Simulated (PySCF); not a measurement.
**Mayer bond orders and bond lengths**

Species: CH₈O₃Si₃.
Atom-mapped SMILES: `[O:1]=[CH:2][SiH2:3][O:4][SiH2:5][O:6][SiH3:7]` (hydrogens: H8 on C2; H9, H10 on Si3; H11, H12 on Si5; H13, H14, H15 on Si7)

Geometry (PBE0-D3(BJ)/def2-SVP, Å), atoms numbered from 1 in this order:
```
atom  x, y, z in Å
O1    -4.2821    0.0900    0.2676
C2    -3.2721    0.7191    0.0673
Si3   -1.6070   -0.2098   -0.1745
O4    -0.4217    0.9158   -0.4290
Si5    1.1262    1.3907   -0.7573
O6     2.1684    0.1334   -0.5425
Si7    2.4352   -1.4220   -0.0340
H8    -3.2999    1.8450    0.0213
H9    -1.3348   -1.0043    1.0579
H10   -1.7480   -1.1235   -1.3448
H11    1.2015    1.8342   -2.1735
H12    1.4796    2.4869    0.1812
H13    2.8506   -1.4282    1.3989
H14    3.5089   -2.0245   -0.8716
H15    1.1791   -2.2210   -0.1798
```

Bond orders from the PBE0/pcSseg-1 density (PySCF). The structure is a single PBE0-D3(BJ)/def2-SVP conformer in the gas phase; no vibrational or solvent corrections.

(1) Where do the orders between heavy atoms depart from those drawn in the SMILES?

(2) Give the Mayer order of every bond between heavy atoms, beside its length.

Answers

(1) The largest departure is 0.170, at C2–Si3 (drawn single, 0.830). Drawn single, order below 0.88: C2–Si3 (0.830).

(2) 
| bond | drawn as | length (Å) | Mayer order |
| --- | --- | --- | --- |
| O1–C2 | double | 1.207 | 1.947 |
| C2–Si3 | single | 1.922 | 0.830 |
| Si3–O4 | single | 1.654 | 0.897 |
| O4–Si5 | single | 1.652 | 0.902 |
| Si5–O6 | single | 1.647 | 0.934 |
| O6–Si7 | single | 1.658 | 0.893 |

Bonds between the same two heavy elements. O–Si: lowest O6–Si7 (0.893, 1.658 Å), highest Si5–O6 (0.934, 1.647 Å).

Task: And the bonds to hydrogen?

Result: C–H: 0.89 (1 bond); H–Si: 0.91 to 0.93 (7 bonds).

Task: Sum the orders of all bonds at each heavy atom with more than one neighbour and set the sums beside the valence in the SMILES.

Result: C2 3.669 (drawn 4), Si3 3.588 (drawn 4), O4 1.799 (drawn 2), Si5 3.657 (drawn 4), O6 1.827 (drawn 2), Si7 3.659 (drawn 4). Orders between atoms that aren't bonded are not in these sums.

Mayer orders depend on the basis set.
